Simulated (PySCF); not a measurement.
Compound: C8H7F3O.
SMILES with atom numbers: `[CH2:1]=[C:2]1[CH:3]=[C:4]([C:5]([F:6])([F:7])[F:8])/[C:9]1=[CH:10]/[O:11][CH3:12]` (hydrogens: H13, H14 on C1; H15 on C3; H16 on C10; H17, H18, H19 on C12)

Torsions of this conformer, `[CH2:1]=[C:2]1[CH:3]=[C:4]([C:5]([F:6])([F:7])[F:8])/[C:9]1=[CH:10]/[O:11][CH3:12]`: C3–C4–C5–F6 10°, C9–C10–O11–C12 -175°.

The closed-shell ground state was solved at several levels (PySCF, density fitting, gas phase, non-relativistic). Geometry: PBE0-D3(BJ)/def2-SVP, one conformer, isolated molecule.

```tsv
level	basis functions	total energy (Eh)	HOMO (eV)	LUMO (eV)	gap (eV)	dipole (D)
B97-2/pcSseg-2	530	-683.7571	-6.10	-1.45	4.65	2.55
B3LYP/pcJ-1	394	-683.7284	-6.11	-1.55	4.56	2.60
PBE0/pcSseg-1	239	-682.9233	-6.32	-1.37	4.95	2.63
```

Q: What might PBE0/def2-SVPD (308 basis functions) give for the same quantities?

A: Total energy -682.5223 Eh, HOMO -6.38 eV, LUMO -1.45 eV, gap 4.93 eV, dipole 2.62 D.

Q: Over all these levels, which gives the widest orbital gap and which the narrowest?

A: PBE0/pcSseg-1 (global hybrid, 25 % exact exchange) has the widest, 4.95 eV, and B3LYP/pcJ-1 (global hybrid, 20 % exact exchange) the narrowest, 4.56 eV. Functional and basis both differ between the two, so the spread mixes both effects.

Q: How far do the dipole and the HOMO energy spread over the levels?

A: The dipole runs from 2.55 to 2.63 D (mean 2.60 D) and the HOMO from -6.38 to -6.10 eV.
